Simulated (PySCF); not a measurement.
Compound: C6H18AlP.
SMILES: `[CH3][Al-]([CH3])([CH3])[P+](C)(C)C`

Torsions of this conformer, `[CH3:1][Al-:2]([CH3:3])([CH3:4])[P+:5]([CH3:6])([CH3:7])[CH3:8]`: C1–Al2–P5–C6 177°.

The closed-shell ground state was solved at several levels (PySCF, density fitting, gas phase, non-relativistic). Geometry: PBE0-D3(BJ)/def2-SVP; no solvent, vibrations or thermal averaging.

| level | basis functions | total energy (Eh) | HOMO (eV) | LUMO (eV) | gap (eV) | dipole (D) |
| --- | --- | --- | --- | --- | --- | --- |
| PBE0/def2-SVPD | 312 | -822.4222 | -6.75 | 0.12 | 6.87 | 5.29 |
| B97-2/pcSseg-1 | 240 | -823.1955 | -6.50 | 0.65 | 7.15 | 5.29 |

(1) What might PBE0/pcSseg-1 (240 basis functions) give for the same quantities?

(2) Over all these levels, which gives the widest orbital gap and which the narrowest?

(3) How far do the dipole and the HOMO energy spread over the levels?

Answers

(1) Total energy -822.7046 Eh, HOMO -6.76 eV, LUMO 0.61 eV, gap 7.37 eV, dipole 5.28 D.

(2) PBE0/pcSseg-1 has the widest, 7.37 eV, and PBE0/def2-SVPD the narrowest, 6.87 eV. The two share the functional. From the narrowest to the widest the HOMO moves by -0.01 eV and the LUMO by +0.49 eV.

(3) The dipole runs from 5.28 to 5.29 D (mean 5.29 D) and the HOMO from -6.76 to -6.50 eV.
